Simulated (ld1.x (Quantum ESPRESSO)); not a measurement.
## Which change was made? (Mn, TM)

ld1.x (Quantum ESPRESSO) 7.5 input, shortened:

```
&input
   title='Mn', zed=25., rel=1, dft='WC', iswitch=3,
   config='[Ar] 3d6 4s1 4p0'
 /
 &inputp
   pseudotype=2, tm=.true., lloc=0,
   nlcc=.false.
 /
3
3P  2  1   6.00   0.00  0.95  0.95  0.0
3D  3  2   6.00   0.00  1.60  1.60  0.0
4S  1  0   1.00   0.00  2.10  2.10  0.0
 &test
   configts(1)='3p6 3d6 4s1 4p0'
 /
```

Cutoffs, loose and tight: the cutoffs (Ry, on a coarse ladder) from which the occupation-weighted sum of valence levels, in a spherical-Bessel basis at the reference potential, stays within 10 and 1 mRy of its value at 400 Ry. They do not see the model core or the augmentation charge, which bear on the density cutoff. Test errors are all-electron minus pseudo excitation energies from the reference, over the configurations 3p6 3d5 4s2 4p0; 3p6 3d5 4s1 4p0; 3p6 3d5 4s0 4p0; 3p6 3d4 4s0 4p0; 3p6 3d4 4s2 4p1; 3p6 3d6 4s0 4p0; 3p5 3d5 4s2 4p0; variants that change the core or the reference have their own tests.

The base gives: outcome: generated; cutoff, loose: 110 Ry; cutoff, tight: 200 Ry; bound ghosts: none; largest test error (meV): -1542.

After one change the result is: outcome: generated; cutoff, loose: 200 Ry; cutoff, tight: 300 Ry; bound ghosts: none; largest test error (meV): +339. Which change was it?
A. core [Ne], valence charge 15; reference 3s2 3p6 3d4 4s0 4p0; waves now 3p (bound): rc 1.10 bohr; 3d (bound): rc 0.95 bohr; 3s (bound): rc 0.95 bohr; core correction Bessel-smoothed model core inside 0.85 bohr
B. reference 3p6 3d5 4s1.5 4p0.5
C. reference 3p6 3d5 4s2 4p0

A. The others give: reference 3p6 3d5 4s2 4p0 → outcome: generated; cutoff, loose: 110 Ry; cutoff, tight: 200 Ry; bound ghosts: none; largest test error (meV): -1101 | reference 3p6 3d5 4s1.5 4p0.5 → outcome: generated, misses its reference levels by 0.55 eV; cutoff, loose: 110 Ry; cutoff, tight: 200 Ry; bound ghosts: none; largest test error (meV): +1367.
